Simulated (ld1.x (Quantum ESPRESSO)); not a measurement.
# What one change does to a pseudopotential (boron, ultrasoft)

B (Z = 5), ultrasoft, made with ld1.x (Quantum ESPRESSO) 7.5 (PBE, scalar-relativistic). Core [He], reference 2s1.5 2p0 (charge +1.5). Waves: 2s (bound): rcut 1.25, rcutus 1.35 bohr; 2s channel at 3.15 Ry: rcut 1.25, rcutus 1.35 bohr; 2p (bound, empty): rcut 1.75, rcutus 2.00 bohr; 2p channel at 1.15 Ry: rcut 1.75, rcutus 2.00 bohr; 3d channel at 0.1 Ry: rc 1.60 bohr. Local part: the d channel. Core correction: none. Augmentation charge: PSQ, inside the norm-conserving radii.

All-electron outer shells of the reference configuration (PBE, scalar-relativistic, ld1.x):

| shell | level (eV) | outermost node (bohr) | outermost maximum (bohr) |
| --- | --- | --- | --- |
| 2s | -25.39 | 0.46 | 1.41 |
| 2p | -19.26 | – | 1.32 |

Change: core correction a·sin(br)/r model core inside 1.18 bohr.

Cutoffs: the cutoffs (Ry, on a coarse ladder) from which the occupation-weighted sum of valence levels, in a spherical-Bessel basis at the reference potential, stays within 10 and 1 mRy of its value at 400 Ry; they do not see the model core or the augmentation charge, which bear on the density cutoff. Errors are all-electron minus pseudo energies relative to the spin-unpolarised reference configuration.

**Question.** What does the change do?

**Answer.** The potential gets neither clearly harder nor softer (12 Ry and 21 Ry → 12 Ry and 21 Ry); of the 7 tests that both files solve, the error grows in 0 and shrinks in 7 by more than 15 % and 0.3 meV (median size 51.8 → 32.9 meV); neither file shows a bound ghost. Exchange and correlation are not linear in the density, so unscreening with the valence charge alone errs where core and valence overlap; a model core restores that term. A model core, the more so a compact one, raises the density cutoff, which this test does not measure.

```csv
quantity,base,changed
"cutoff, loose",12 Ry,12 Ry
"cutoff, tight",21 Ry,21 Ry
bound ghosts,none,none
"error for 2s2 2p1, meV [ΔE -19.43 eV]",+57,+40
"error for 2s2 2p0, meV [ΔE -11.21 eV]",+3.7,+2.4
"error for 2s1 2p0, meV [ΔE 14.21 eV]",+8.4,+5.2
"error for 2s2 2p0.5, meV [ΔE -16.54 eV]",+30,+20
"error for 2s0 2p3, meV [ΔE -7.71 eV]",+184,+135
"error for 2s1 2p1, meV [ΔE -5.07 eV]",+52,+33
"error for 2s1 2p2, meV [ΔE -13.58 eV]",+114,+82
s: phases at 2.19 bohr within 0.05 rad from the reference energy up to (Ry; the scan ends near 5),to the end of the scan,to the end of the scan
p: phases at 2.19 bohr within 0.05 rad from the reference energy up to (Ry; the scan ends near 5),1.9,1.9
d: phases at 2.19 bohr within 0.05 rad from the reference energy up to (Ry; the scan ends near 5),to the end of the scan,to the end of the scan
lowest overlap eigenvalue by channel,"s 0.54, p 0.36","s 0.54, p 0.36"
```
